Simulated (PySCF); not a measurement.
PySCF job for C3H6BNO2, SMILES OB1CN=COC1, ωB97X-D3(BJ)/def2-SVP. 

```python
import numpy as np
from pyscf import gto, scf, dft
from pyscf.geomopt import geometric_solver

mol = gto.M(
    atom='''
    O    -2.31627414   -0.13869374    0.53903585
    B    -1.01632004   -0.05076503    0.26235153
    C     0.04424268   -0.89356481    1.08465480
    N     1.41325322   -0.77250721    0.60545247
    C     1.70627901   -0.01946136   -0.34959631
    O     0.96950071    0.79613545   -1.12235368
    C    -0.44340297    0.89792206   -0.89305166
    H    -2.93210725    0.38337077    0.02203787
    H    -0.18770674   -1.96417542    1.08929189
    H     0.06050264   -0.60515819    2.14212896
    H     2.74414072    0.02773616   -0.66302463
    H    -0.64253730    1.95509120   -0.66452172
    H    -0.92198905    0.69560184   -1.86133550
    ''',
    basis='def2-SVP',
    charge=0,
    spin=0,
    max_memory=1600,
    verbose=3,
)
mf = dft.RKS(mol, xc='wb97x-d3bj').density_fit(auxbasis='def2-universal-jkfit')
mf.grids.level = 3
mf.conv_tol = 1e-9
mf.max_cycle = 100
mf.kernel()
grad = mf.nuc_grad_method()
grad.grid_response = mol.nao <= 150
conv, mol_eq = geometric_solver.kernel(grad, convergence_set='GAU_TIGHT', maxsteps=100)
print(mol_eq.tostring(format='xyz'))
mf.reset(mol_eq)
mf.kernel()
```

Log of the run:

```
converged SCF energy = -347.871898539784
[banner and settings of the optimiser left out]
Geometry optimization cycle 1
Cartesian coordinates (Angstrom)
 Atom        New coordinates             dX        dY        dZ
   O  -2.316274  -0.138694   0.539036    0.000000  0.000000  0.000000
   B  -1.016320  -0.050765   0.262352    0.000000  0.000000  0.000000
   C   0.044243  -0.893565   1.084655    0.000000  0.000000  0.000000
   N   1.413253  -0.772507   0.605452    0.000000  0.000000  0.000000
   C   1.706279  -0.019461  -0.349596    0.000000  0.000000  0.000000
   O   0.969501   0.796135  -1.122354    0.000000  0.000000  0.000000
   C  -0.443403   0.897922  -0.893052    0.000000  0.000000  0.000000
   H  -2.932107   0.383371   0.022038    0.000000 -0.000000  0.000000
   H  -0.187707  -1.964175   1.089292    0.000000  0.000000  0.000000
   H   0.060503  -0.605158   2.142129    0.000000  0.000000  0.000000
   H   2.744141   0.027736  -0.663025    0.000000  0.000000  0.000000
   H  -0.642537   1.955091  -0.664522    0.000000  0.000000  0.000000
   H  -0.921989   0.695602  -1.861336    0.000000  0.000000  0.000000

WARN: Mole.unit (angstrom) is changed to Bohr

converged SCF energy = -347.871898539784
--------------- DFRKS_Scanner gradients ---------------
         x                y                z
0 O     0.0193095456     0.0060669074    -0.0099694724
1 B    -0.0249798492    -0.0017582613     0.0055295065
2 C    -0.0005919006    -0.0054890084     0.0076754125
3 N     0.0015207214     0.0074153124    -0.0091551091
4 C    -0.0078873328    -0.0025139313     0.0047907504
5 O     0.0074845397    -0.0022674647     0.0008954222
6 C    -0.0048843432     0.0038383405    -0.0025814508
7 H     0.0004623003    -0.0037798027     0.0043145253
8 H     0.0063852108     0.0053555589    -0.0015005808
9 H     0.0049445940    -0.0012757267    -0.0066478561
10 H    -0.0098216543    -0.0026829263     0.0055695417
11 H     0.0035006045    -0.0037520269    -0.0016616588
[...]
3 N     0.0000028365    -0.0000014939     0.0000021771
4 C    -0.0000022190     0.0000097910    -0.0000092213
5 O     0.0000004730    -0.0000059039     0.0000052958
6 C     0.0000094037    -0.0000015971    -0.0000018658
7 H     0.0000009606    -0.0000012734     0.0000008586
8 H     0.0000003493    -0.0000005511    -0.0000001256
9 H     0.0000008539    -0.0000008418    -0.0000004785
10 H    -0.0000018900    -0.0000020327     0.0000004686
11 H    -0.0000019271     0.0000012084     0.0000014980
12 H    -0.0000015699     0.0000010376    -0.0000011530
----------------------------------------------
cycle 41: E = -347.874385088  dE = -6.51067e-09  norm(grad) = 2.08808e-05
Step   40 : Displace = 3.367e-04/6.075e-04 (rms/max) Trust = 5.907e-02 (+) Grad = 5.791e-06/1.363e-05 (rms/max) E (change) = -347.8743850876 (-6.511e-09) Quality = 1.623
Hessian Eigenvalues: 2.13878e-04 3.35713e-04 1.06263e-03 ... 5.60366e-01 6.56263e-01 8.60144e-01

Geometry optimization cycle 42
Cartesian coordinates (Angstrom)
 Atom        New coordinates             dX        dY        dZ
   O  -2.306334  -0.138804   0.598194    0.000218 -0.001278  0.000484
   B  -0.988888  -0.063602   0.273386    0.000100 -0.000555  0.000154
   C   0.072693  -0.909666   1.060211    0.000724 -0.000210 -0.000313
   N   1.455417  -0.740224   0.614237    0.000566  0.000844 -0.000385
   C   1.734902   0.038833  -0.337918   -0.000004  0.001580  0.000053
   O   0.948383   0.828592  -1.109482   -0.000574  0.001506  0.000545
   C  -0.464386   0.867757  -0.898076   -0.000701 -0.000218  0.000069
   H  -2.884851   0.415419   0.061670   -0.000190 -0.001420  0.000772
   H  -0.187206  -1.984066   1.011802    0.001372 -0.000350 -0.000724
   H   0.016831  -0.678130   2.140723    0.000698 -0.000690 -0.000210
   H   2.777933   0.157879  -0.664510   -0.000092  0.002528  0.000107
   H  -0.744411   1.921180  -0.705310   -0.002053 -0.000482 -0.000538
   H  -0.952821   0.595177  -1.853255   -0.000088 -0.001304  0.000053
converged SCF energy = -347.874385093372
--------------- DFRKS_Scanner gradients ---------------
         x                y                z
0 O    -0.0000012935    -0.0000000243     0.0000014924
1 B     0.0000013118    -0.0000003023    -0.0000004292
2 C    -0.0000003377     0.0000004221    -0.0000011370
3 N     0.0000012239    -0.0000008353     0.0000015489
4 C    -0.0000019969     0.0000037998    -0.0000036395
5 O     0.0000000747    -0.0000022070     0.0000024578
6 C     0.0000025284    -0.0000007204    -0.0000003906
7 H    -0.0000005916     0.0000007934    -0.0000005917
8 H     0.0000000146    -0.0000004121     0.0000001839
9 H    -0.0000000427    -0.0000003881     0.0000005171
10 H    -0.0000003753    -0.0000006981    -0.0000002007
11 H    -0.0000002910     0.0000001083     0.0000001677
12 H    -0.0000002240     0.0000004470     0.0000000352
----------------------------------------------
cycle 42: E = -347.874385093  dE = -5.72811e-09  norm(grad) = 8.04538e-06
Step   41 : Displace = 6.024e-04/1.074e-03 (rms/max) Trust = 8.353e-02 (+) Grad = 2.231e-06/5.628e-06 (rms/max) E (change) = -347.8743850934 (-5.728e-09) Quality = 1.587
Hessian Eigenvalues: 1.32859e-04 4.24574e-04 1.05403e-03 ... 5.60364e-01 6.54379e-01 8.60008e-01

Geometry optimization cycle 43
Cartesian coordinates (Angstrom)
 Atom        New coordinates             dX        dY        dZ
   O  -2.306155  -0.140670   0.598348    0.000179 -0.001866  0.000154
   B  -0.988795  -0.064336   0.273456    0.000093 -0.000734  0.000070
   C   0.073520  -0.909736   1.060003    0.000827 -0.000070 -0.000208
   N   1.456046  -0.739261   0.613814    0.000629  0.000964 -0.000422
   C   1.734860   0.040370  -0.338066   -0.000043  0.001536 -0.000149
   O   0.947688   0.829921  -1.109185   -0.000695  0.001329  0.000297
   C  -0.465137   0.867669  -0.897869   -0.000751 -0.000088  0.000207
   H  -2.885157   0.413225   0.062009   -0.000307 -0.002193  0.000339
   H  -0.185624  -1.984315   1.011564    0.001582 -0.000249 -0.000238
   H   0.017681  -0.678312   2.140542    0.000850 -0.000182 -0.000181
   H   2.777761   0.160278  -0.664754   -0.000171  0.002398 -0.000244
   H  -0.746195   1.920805  -0.705060   -0.001784 -0.000376  0.000250
   H  -0.953257   0.594663  -1.853091   -0.000436 -0.000515  0.000164
converged SCF energy = -347.874385095777
--------------- DFRKS_Scanner gradients ---------------
         x                y                z
0 O    -0.0000009199    -0.0000004826     0.0000012089
1 B     0.0000017582     0.0000000276    -0.0000004613
2 C     0.0000004450     0.0000001383    -0.0000006873
3 N     0.0000002152    -0.0000003027     0.0000005583
4 C    -0.0000006049     0.0000004333    -0.0000013845
5 O     0.0000003652    -0.0000004067     0.0000006828
6 C    -0.0000003136    -0.0000001806     0.0000001700
7 H    -0.0000007434     0.0000008289    -0.0000005199
8 H     0.0000000259    -0.0000000640     0.0000000521
9 H    -0.0000001424    -0.0000000798     0.0000003289
10 H    -0.0000002408    -0.0000000129    -0.0000001189
11 H     0.0000000730     0.0000000408    -0.0000000245
12 H     0.0000000761     0.0000001013     0.0000001640
----------------------------------------------
cycle 43: E = -347.874385096  dE = -2.40493e-09  norm(grad) = 3.48641e-06
Step   42 : Displace = 1.703e-04/3.778e-04 (rms/max) Trust = 1.181e-01 (+) Grad = 9.670e-07/1.818e-06 (rms/max) E (change) = -347.8743850958 (-2.405e-09) Quality = 2.508
Hessian Eigenvalues: 9.44633e-05 4.16625e-04 1.04642e-03 ... 5.60565e-01 6.46802e-01 8.60176e-01

Geometry optimization cycle 44
Cartesian coordinates (Angstrom)
 Atom        New coordinates             dX        dY        dZ
   O  -2.306069  -0.141659   0.598393    0.000086 -0.000989  0.000046
   B  -0.988751  -0.064724   0.273481    0.000044 -0.000388  0.000025
   C   0.073942  -0.909762   1.059907    0.000422 -0.000026 -0.000096
   N   1.456369  -0.738752   0.613614    0.000323  0.000509 -0.000200
   C   1.734837   0.041152  -0.338143   -0.000023  0.000782 -0.000076
   O   0.947329   0.830572  -1.109056   -0.000359  0.000651  0.000130
   C  -0.465518   0.867629  -0.897758   -0.000381 -0.000040  0.000111
   H  -2.885320   0.412054   0.062138   -0.000163 -0.001171  0.000128
   H  -0.184803  -1.984436   1.011470    0.000821 -0.000121 -0.000094
   H   0.018108  -0.678377   2.140455    0.000427 -0.000064 -0.000087
   H   2.777673   0.161491  -0.664884   -0.000089  0.001214 -0.000130
   H  -0.747073   1.920617  -0.704876   -0.000879 -0.000188  0.000184
   H  -0.953501   0.594461  -1.853005   -0.000244 -0.000202  0.000086
converged SCF energy = -347.874385096648
--------------- DFRKS_Scanner gradients ---------------
         x                y                z
0 O    -0.0000002432     0.0000000645     0.0000003956
1 B     0.0000002908     0.0000002505    -0.0000003008
2 C     0.0000003139    -0.0000001260    -0.0000000592
3 N     0.0000000015    -0.0000001948     0.0000000828
4 C     0.0000000536    -0.0000001124    -0.0000000135
5 O     0.0000000827     0.0000001819    -0.0000002000
6 C    -0.0000008458     0.0000000382     0.0000000631
7 H    -0.0000000245     0.0000001429     0.0000001788
8 H    -0.0000000021    -0.0000001129    -0.0000000073
9 H     0.0000000391     0.0000000498     0.0000000429
10 H     0.0000001144    -0.0000001458    -0.0000003254
11 H     0.0000001529    -0.0000000973    -0.0000000105
12 H     0.0000000503     0.0000000592     0.0000001859
----------------------------------------------
cycle 44: E = -347.874385097  dE = -8.71466e-10  norm(grad) = 1.31235e-06
Step   43 : Displace = 7.262e-05/1.504e-04 (rms/max) Trust = 1.671e-01 (+) Grad = 3.640e-07/8.490e-07 (rms/max) E (change) = -347.8743850966 (-8.715e-10) Quality = 4.682
Eigenvalues below 1.0000e-05 (-3.3945e-05) - returning guess
Hessian Eigenvalues: 2.30000e-02 2.30000e-02 2.30084e-02 ... 5.31549e-01 5.45774e-01 7.70422e-01

Geometry optimization cycle 45
Cartesian coordinates (Angstrom)
 Atom        New coordinates             dX        dY        dZ
   O  -2.306072  -0.141663   0.598376   -0.000004 -0.000004 -0.000018
   B  -0.988752  -0.064726   0.273475   -0.000002 -0.000002 -0.000006
   C   0.073936  -0.909761   1.059909   -0.000006  0.000001  0.000002
   N   1.456366  -0.738748   0.613625   -0.000003  0.000004  0.000011
   C   1.734839   0.041156  -0.338130    0.000002  0.000004  0.000013
   O   0.947336   0.830573  -1.109049    0.000007  0.000001  0.000007
   C  -0.465512   0.867628  -0.897761    0.000006 -0.000001 -0.000003
   H  -2.885321   0.412048   0.062115   -0.000000 -0.000006 -0.000023
   H  -0.184806  -1.984435   1.011470   -0.000003  0.000001  0.000001
   H   0.018095  -0.678375   2.140457   -0.000013  0.000001  0.000001
   H   2.777677   0.161498  -0.664862    0.000005  0.000007  0.000022
   H  -0.747072   1.920615  -0.704882    0.000002 -0.000002 -0.000005
   H  -0.953489   0.594458  -1.853012    0.000012 -0.000003 -0.000006
converged SCF energy = -347.874385096706
--------------- DFRKS_Scanner gradients ---------------
         x                y                z
0 O     0.0000001150     0.0000003012     0.0000000866
1 B    -0.0000004030     0.0000002342    -0.0000001298
2 C     0.0000003667    -0.0000000687    -0.0000000857
3 N     0.0000000042     0.0000000429    -0.0000000655
4 C     0.0000001272    -0.0000006913     0.0000003119
5 O    -0.0000002011     0.0000003270    -0.0000004372
6 C    -0.0000006373     0.0000000302     0.0000000399
7 H     0.0000002294    -0.0000000574     0.0000003841
8 H     0.0000000284    -0.0000000288    -0.0000000098
9 H     0.0000000548     0.0000000114     0.0000000216
10 H     0.0000000716    -0.0000000575    -0.0000002922
11 H     0.0000001347    -0.0000001306     0.0000000033
12 H     0.0000000772     0.0000000670     0.0000001776
----------------------------------------------
cycle 45: E = -347.874385097  dE = -5.78098e-11  norm(grad) = 1.48877e-06
Step   44 : Displace = 8.705e-07/1.366e-06 (rms/max) Trust = 2.363e-01 (+) Grad = 4.129e-07/7.689e-07 (rms/max) E (change) = -347.8743850967 (-5.781e-11) Quality = 2.293
Hessian Eigenvalues: 2.30000e-02 2.30000e-02 2.30084e-02 ... 5.31549e-01 5.45774e-01 7.70422e-01
Converged! =D

13
XYZ from PySCF
O          -2.30607235       -0.14166347        0.59837566
B          -0.98875222       -0.06472589        0.27347461
C           0.07393628       -0.90976095        1.05990901
N           1.45636591       -0.73874816        0.61362549
C           1.73483936        0.04115571       -0.33812976
O           0.94733588        0.83057288       -1.10904888
C          -0.46551225        0.86762800       -0.89776073
H          -2.88532070        0.41204800        0.06211492
H          -0.18480628       -1.98443472        1.01147034
H           0.01809486       -0.67837525        2.14045667
H           2.77767747        0.16149796       -0.66486159
H          -0.74707188        1.92061493       -0.70488160
H          -0.95348856        0.59445762       -1.85301154
converged SCF energy = -347.874385096695
```

The calculation finished and met its thresholds.

Cost: about 16 core-minutes (a rough figure).
